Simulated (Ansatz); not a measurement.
```yaml
crystal:
  periodic: [false, false, false]
  atoms:
    - {symbol: Si, position_ang: [-0.980062, 1.237067, -0.784605]}
    - {symbol: C, position_ang: [-0.605255, -0.000871, 0.630711]}
    - {symbol: Si, position_ang: [1.028801, -0.580025, 0.993582]}
    - {symbol: Si, position_ang: [-0.574230, -1.969091, -0.269702]}
    - {symbol: H, position_ang: [-1.844064, 0.927266, -1.818762]}
    - {symbol: H, position_ang: [-1.371110, 2.650740, -0.050503]}
    - {symbol: H, position_ang: [0.558478, 1.560771, -1.633870]}
    - {symbol: H, position_ang: [-1.419554, -0.088148, 1.209015]}
    - {symbol: H, position_ang: [1.246043, -0.559974, 2.345942]}
    - {symbol: H, position_ang: [2.183987, 0.164181, 0.380930]}
    - {symbol: H, position_ang: [0.392918, -1.399848, -1.488816]}
    - {symbol: H, position_ang: [1.162463, -2.012689, 0.714741]}
basis:
  gaussian: {orbitals: def2-SVPD}
magnetization: {spin_polarized: true, initial_magnetization: 0}
hamiltonian: {xc: {name: BLYP}}
accuracy: high
relax: {f_tol: 0.0001, max_steps: 3}
```

```sh
$ ansatz run in.yaml --threads 4 --pin off --events-out ev --progress --plain --max-ram 10444MiB
```

It prints (some lines left out):

```
Functional definition: BLYP
  name "BLYP"
  cite "Becke, Phys. Rev. A 38, 3098 (1988) doi:10.1103/PhysRevA.38.3098"
  cite "Lee, Yang & Parr, Phys. Rev. B 37, 785 (1988) doi:10.1103/PhysRevB.37.785"
  parameter beta = 0.0042
  parameter a = 0.04918
  parameter b = 0.132
  parameter c = 0.2533
  parameter d = 0.349
  exchange = b88_x(beta = beta)
  correlation = lyp_c(a = a, b = b, c = c, d = d)
3335 factors; integrals over basis functions are off by at most 2.2e-9 eV
mean field evaluation 1: about -24776.2118 eV, gradient 4.6e1 eV
mean field evaluation 2: about -24717.4958 eV, gradient 9.1e1 eV
mean field evaluation 4: about -24786.7716 eV, gradient 7.1e0 eV
mean field evaluation 8: about -24787.1953 eV, gradient 1.5e-1 eV
mean field evaluation 16: about -24787.1955 eV, gradient 1.6e-5 eV
mean field -24787.19548234 eV, -910.9126326115 hartree, gradient 5.3e-8 eV, S^2 0.000000; 0 other end points of the search recorded, 0 dependent functions left out
the calculation of the forces begins
reference -24787.19555250 eV, -910.9126351899 hartree; 28, 28 occupied and 128, 128 virtual orbitals, 3335 factors
relax step   1: F+E_penalty+E_count = -24787.19548234 eV  Δ(F+E_penalty+E_count) = +0.000e0 eV  max|allowed force component| = 4.868e0 eV/Å  Δτ_max = 0.0000 Å  (36 SCF iters, accepted)
these checks for a lower state are left out or cut short: starts, cluster_reference, orbital_swaps, neighbouring_geometries, increment
3344 factors; integrals over basis functions are off by at most 3.0e-9 eV
mean field -24788.85645974 eV, -910.9736724050 hartree, gradient 1.8e-8 eV, S^2 0.000000; 0 other end points of the search recorded, 0 dependent functions left out
the calculation of the forces begins
reference -24788.85652903 eV, -910.9736749515 hartree; 28, 28 occupied and 128, 128 virtual orbitals, 3344 factors
relax step   2: F+E_penalty+E_count = -24788.85645974 eV  Δ(F+E_penalty+E_count) = -1.661e0 eV  max|allowed force component| = 1.756e0 eV/Å  Δτ_max = 0.1949 Å  (43 SCF iters, accepted)
these checks for a lower state are left out or cut short: starts, cluster_reference, orbital_swaps, neighbouring_geometries, increment
3348 factors; integrals over basis functions are off by at most 3.1e-9 eV
mean field -24789.07701981 eV, -910.9817778380 hartree, gradient 3.0e-8 eV, S^2 0.000000; 0 other end points of the search recorded, 0 dependent functions left out
the calculation of the forces begins
reference -24789.07708935 eV, -910.9817803935 hartree; 28, 28 occupied and 128, 128 virtual orbitals, 3348 factors
relax step   3: F+E_penalty+E_count = -24789.07701981 eV  Δ(F+E_penalty+E_count) = -2.206e-1 eV  max|allowed force component| = 4.829e-1 eV/Å  Δτ_max = 0.1084 Å  (39 SCF iters, accepted)
Error: geometry relaxation did not converge after 3 steps: max|allowed force component| = 4.83e-1 eV/Å (threshold 1.0e-4). Raise `relax.max_steps` over both its present limit and 3, loosen `relax.f_tol`, or start from a geometry closer to equilibrium. Where this run's directory can be resumed (`checkpoint.write`), a resume goes on for up to `relax.max_steps` more
```

Question: Something in this input is off. What?

Answer: The relaxation is allowed too few steps for its threshold. The run did not converge.
